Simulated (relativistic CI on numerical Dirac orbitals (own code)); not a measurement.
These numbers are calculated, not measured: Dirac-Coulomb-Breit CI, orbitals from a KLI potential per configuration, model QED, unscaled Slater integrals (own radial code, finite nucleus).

Configuration list (outside the closed core [Ne]): 3s, 3p, 3d, 4s, 4p, 4d, 4f, 5s, 5p, 5d, 5f, 5g, 6s, 6p, 6d, 7s, 7p. Levels of other configurations are missing.

At this charge energies of transitions that change n are usually good to better than 1 %, and those within a shell (Δn = 0) to a few per cent.

Outline of the computed level scheme of Tm LIX. Lowest level of each configuration: 3s ²S1/2 at 0.00 eV; 3p ²P°1/2 at 143.42 eV; 3d ²D3/2 at 583.73 eV; 4s ²S1/2 at 2744.02 eV; 4p ²P°1/2 at 2803.33 eV; 4d ²D3/2 at 2978.35 eV; 4f ²F°5/2 at 3039.25 eV; 5s ²S1/2 at 3965.47 eV; 5p ²P°1/2 at 3995.26 eV.

Some strong electric-dipole decays among the lowest 15 levels: 4f ²F°7/2 → 3d ²D5/2 (1.7e+14 s⁻¹); 4f ²F°5/2 → 3d ²D3/2 (1.7e+14 s⁻¹); 4d ²D5/2 → 3p ²P°3/2 (8.5e+13 s⁻¹); 4d ²D3/2 → 3p ²P°1/2 (6.7e+13 s⁻¹); 4p ²P°1/2 → 3s ²S1/2 (4.3e+13 s⁻¹); 4s ²S1/2 → 3p ²P°3/2 (3.3e+13 s⁻¹); 4p ²P°3/2 → 3s ²S1/2 (2.9e+13 s⁻¹); 5p ²P°1/2 → 3s ²S1/2 (2.4e+13 s⁻¹).
